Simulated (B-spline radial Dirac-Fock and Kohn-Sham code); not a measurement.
## W: input and output of one calculation

ΔSCF core binding energies without Breit or QED terms, calculated with a B-spline atomic structure program. Keys: rel is the Hamiltonian (dirac, or spin-free x2c and nr, where L3 and M5 stand for the whole 2p and 3d shells), method is hf or an exchange,correlation pair (spin-unpolarised, also for the hole states), nuc the nuclear model, radius_factor scales its radius, rmax is the box in bohr, h the logarithmic mesh step, order the B-spline order, points the quadrature points per cell, c_factor scales the speed of light, and damp, ndamp, maxit and tol steer the iteration. The run stops when the commutator error falls below 10·tol·max(1, Z/10), or the numerical noise floor, and the energy has settled to about 1e-8 Ha; the virial ratio is −V/T.

Input (task.json):

```json
{"items": [{"Z": 74, "q": 0, "cfg": [[1, 0, 2], [2, 0, 2], [2, 1, 6], [3, 0, 2], [3, 1, 6], [3, 2, 10], [4, 0, 2], [4, 1, 6], [4, 2, 10], [4, 3, 14], [5, 0, 2], [5, 1, 6], [5, 2, 4], [6, 0, 2]], "A": 184, "rrms": 5.3658, "do": "settings", "holes": ["K", "L3", "M5"],
  "settings": [{"rel": "dirac", "method": "hf", "nuc": "fermi", "radius_factor": 1000.0, "rmax": 45.0, "h": 0.3, "order": 8, "points": 10, "c_factor": 1.0, "maxit": 81, "damp": 0.5, "ndamp": 3, "tol": 1e-08}]}]}
```

Command: `python xray2_run.py task.json out`

Ground-state iterations:

```
iter   energy (Ha)        error
   1    -8110.58317092  9.63e+00
   2    -8174.12087455  2.78e+00
   3    -8228.62388140  4.06e-01
   4    -8230.12235193  1.11e-01
   5    -8230.17423105  2.55e-02
   6    -8230.18196314  1.20e-02
   7    -8230.18345787  1.54e-03
   8    -8230.18359628  3.84e-04
   9    -8230.18360792  1.03e-04
  10    -8230.18360908  2.28e-05
  11    -8230.18360914  3.40e-06
  12    -8230.18360914  3.57e-07
```

The ground state converged in 12 iterations, with total energy -8230.18361 Ha, virial ratio 2.63232 and highest orbital energy -3.35 eV. ΔSCF binding energies: K (1s) 9366.9 eV, L3 (2p3/2) 5246.5 eV, M5 (3d5/2) 1949.7 eV.

Question: One setting is unsound. Which, and why?

Answer: radius_factor inflates the nucleus far beyond its size, which weakens the binding of the inner electrons. With the default settings (Dirac Hartree-Fock): The ground state converged in 11 iterations, with total energy -16156.13543 Ha, virial ratio 1.88821 and highest orbital energy -7.26 eV. ΔSCF binding energies: K (1s) 69877.6 eV, L3 (2p3/2) 10240.9 eV, M5 (3d5/2) 1818.7 eV.
